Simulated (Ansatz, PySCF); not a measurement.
B(Cl)(OH)(OEt) (C2H6BClO2), SMILES CCOB(O)Cl. Atoms are numbered in the order given.

```xyz
12

B      0.3296     0.1080     0.4294
Cl     1.0914    -0.9576     1.6341
O      0.9682     1.2254     0.0036
H      1.8203     1.3517     0.4312
O     -0.8838    -0.2321    -0.0284
C     -1.5440     0.5528    -1.0079
C     -1.1104     0.1697    -2.4050
H     -2.6214     0.3732    -0.8730
H     -1.3537     1.6230    -0.8234
H     -1.2753    -0.9036    -2.5819
H     -1.6851     0.7359    -3.1536
H     -0.0431     0.3893    -2.5568
```

Geometry optimised at PBE0-D3(BJ)/def2-SVP. The values are those of a single conformer.

Two levels are set side by side: PBE-D3(BJ)/def2-SVP (Ansatz, a program for electronic structure) and PBE0-D3(BJ)/def2-SVP (Ansatz). Each level has its own optimised geometry; the coordinates shown are those of the second. Frequencies come from the Hessian of PySCF at each geometry. Differences are taken from unrounded values.

```tsv
quantity	PBE0-D3(BJ)
mean bond length (Å)	1.261
bond B1–Cl2 (Å)	1.780
bond B1–O3 (Å)	1.356
bond B1–O5 (Å)	1.341
bond O5–C6 (Å)	1.418
bond C6–C7 (Å)	1.512
bond O3–H4 (Å)	0.962
bond C6–H8 (Å)	1.101
bond C6–H9 (Å)	1.102
bond C7–H10 (Å)	1.100
bond C7–H11 (Å)	1.101
bond C7–H12 (Å)	1.100
highest harmonic wavenumber (cm⁻¹)	3930
mean harmonic wavenumber (cm⁻¹)	1355
zero-point energy (kcal/mol)	58.10
```

**Question.** What does PBE-D3(BJ) give, and how far is it from PBE0-D3(BJ)? (An estimate is asked for; the answer gives what the named calculation found.)

**Answer.** 
| quantity | PBE-D3(BJ) | PBE-D3(BJ) minus PBE0-D3(BJ) |
|---|---|---|
| mean bond length (Å) | 1.271 | 0.010 |
| bond B1–Cl2 (Å) | 1.790 | 0.010 |
| bond B1–O3 (Å) | 1.368 | 0.013 |
| bond B1–O5 (Å) | 1.353 | 0.012 |
| bond O5–C6 (Å) | 1.434 | 0.016 |
| bond C6–C7 (Å) | 1.521 | 0.009 |
| bond O3–H4 (Å) | 0.973 | 0.011 |
| bond C6–H8 (Å) | 1.110 | 0.009 |
| bond C6–H9 (Å) | 1.111 | 0.009 |
| bond C7–H10 (Å) | 1.108 | 0.008 |
| bond C7–H11 (Å) | 1.109 | 0.008 |
| bond C7–H12 (Å) | 1.108 | 0.008 |
| highest harmonic wavenumber (cm⁻¹) | 3763 | -167 |
| mean harmonic wavenumber (cm⁻¹) | 1308 | -47 |
| zero-point energy (kcal/mol) | 56.10 | -2.00 |

Exact exchange shortens and stiffens bonds; PBE has none. Differences between two approximate levels are no errors against the true value.
